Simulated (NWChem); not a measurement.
Ionisation of H₆NSi₂

```xyz
9

Si     1.5638    -0.3908    -0.3352
N      0.1646     0.5686     0.1072
Si    -1.5272     0.1176     0.1888
H      1.2927    -1.8027     0.0863
H      2.7606     0.1484     0.3948
H      0.3449     1.5716     0.1523
H     -1.5899    -1.3660     0.2898
H     -2.3069     0.5526    -1.0104
H     -2.1651     0.7411     1.3861
```
Charge 0, spin multiplicity 2.

Program: NWChem. Structure: optimised with UB3LYP/def2-SVP, a minimum by its harmonic frequencies. It is one conformer; others weren't searched.

Basis set: def2-SVPD. The species with one electron less has spin multiplicity 1 and keeps the geometry of the parent. Δ marks differences of total energies (open shells unrestricted). −ε marks an orbital energy of the parent. That orbital need not have the symmetry of the hole or added electron in the Δ rows. That singlet is a closed-shell solution.

B3LYP has NWChem's definition, with VWN1-RPA local correlation. The structure started from a generated list of species. No SCF solution was tested for a lower state. Open-shell Hartree-Fock references start from PBE0 orbitals.

Question: For the first vertical ionisation energy, −ε(alpha HOMO) of B3LYP gives 5.29 eV and −ε(alpha HOMO) of BP86 gives 4.51 eV. What do −ε(alpha HOMO) of PBE, −ε(alpha HOMO) of HF, ΔB3LYP give?

Answer: −ε(alpha HOMO) of PBE: 4.43 eV; −ε(alpha HOMO) of HF: 8.49 eV; ΔB3LYP: 7.64 eV.
